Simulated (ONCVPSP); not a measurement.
## Rh, ONCV: configuration errors across variants

- Element: rhodium (Rh)
- Generator: ONCVPSP 4.0.1
- Type: optimised norm-conserving Vanderbilt (ONCV)
- Functional: LDA (Perdew-Zunger)
- Relativity: fully relativistic
- Frozen core: [Ar] 3d10
- Valence charge: 17
- Reference configuration: 4s2 4p6 4d8 5s1
- Partial waves: 4s+5s: rc 1.70 bohr, ncon 4, nbas 8, qcut 5.7 1/bohr, 3 projectors, debl 0.3 Ha; 4p: rc 1.20 bohr, ncon 3, nbas 7, qcut 6.6 1/bohr, 2 projectors, debl 1.4 Ha; 4d: rc 2.05 bohr, ncon 4, nbas 9, qcut 8 1/bohr, 1 projector
- Local potential: polynomial inside 0.85 bohr (lpopt 5, dvloc0 0 Ha)
- Core correction: Teter function, fcfact 6, rcfact 1.1

Open shells are filled in proportion to 2j + 1.

In the p channel the program set the typed energies aside and used -1.811, 0.250 Ha (j = l + 1/2; the other j can differ).

All-electron excitation energies from the reference (eV): (1) 4s2 4p6 4d8 5s0 7.793; (2) 4s2 4p6 4d7 5s0 27.560; (3) 4s2 4p6 4d6 5s0 60.292; (4) 4s2 4p6 4d7 5s2 2.382.

A true bound ghost makes a file unfit for plane-wave use even where its test errors are small: the radial tests pick states by their node count and pass the ghost by.

Errors AE − PS in meV (a dash: test not solved or not reliable):

| change | (1) | (2) | (3) | (4) | bound ghosts | GHOST(+) flags above zero |
| --- | --- | --- | --- | --- | --- | --- |
| base | -0.6 | -1.8 | +11 | +0.5 | s | s |
| s: qcut 7.5 | 0.0 | -1.5 | +11 | +1.8 | none | s |
| core correction Teter function, fcfact 6.1, rcfact 1.1 | -0.6 | -1.8 | +11 | +0.5 | s | s |

**Question.** Give the same row for: local potential polynomial inside 1.10 bohr (lpopt 5, dvloc0 2 Ha).

**Answer.** -0.6, -2.1, +9.3, +0.3; bound ghosts: s; GHOST(+) flags above zero: s.
